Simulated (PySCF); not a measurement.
Method: PBE0-D4/def2-TZVP in PySCF. Isolated molecules, 0 K electronic values unless said otherwise. One relaxed conformer stands for a flexible species; it need not be the lowest. Delta-SCF ions had no search for a lower state. Excitations are Tamm–Dancoff values on a coarser integration grid. The basis has no diffuse functions, so Rydberg states are missing or too high.

Reference species (SMILES): `NB(N)N` (neutral, multiplicity 1).

```json
{
  "S1 oscillator strength": "0.000",
  "brightest of the four lowest singlets (TDA)": "7.18 eV",
  "vertical ionisation energy (Delta-SCF)": "8.82 eV",
  "HOMO": "-6.55 eV"
}
```

Changed species: `SB(S)S` (3 of 3 NH2 replaced by SH; the reference has 0 of 3 NH2 replaced by SH).

Q: Predict the effect on the S1 oscillator strength, brightest of the four lowest singlets (TDA), vertical ionisation energy (Delta-SCF) and HOMO.

A: the S1 oscillator strength hardly moves; the brightest of the four lowest singlets (TDA) drops by 1.13 eV, to 6.05 eV; the vertical ionisation energy (Delta-SCF) rises by 0.72 eV, to 9.54 eV; the HOMO falls by 0.99 eV, to -7.54 eV.
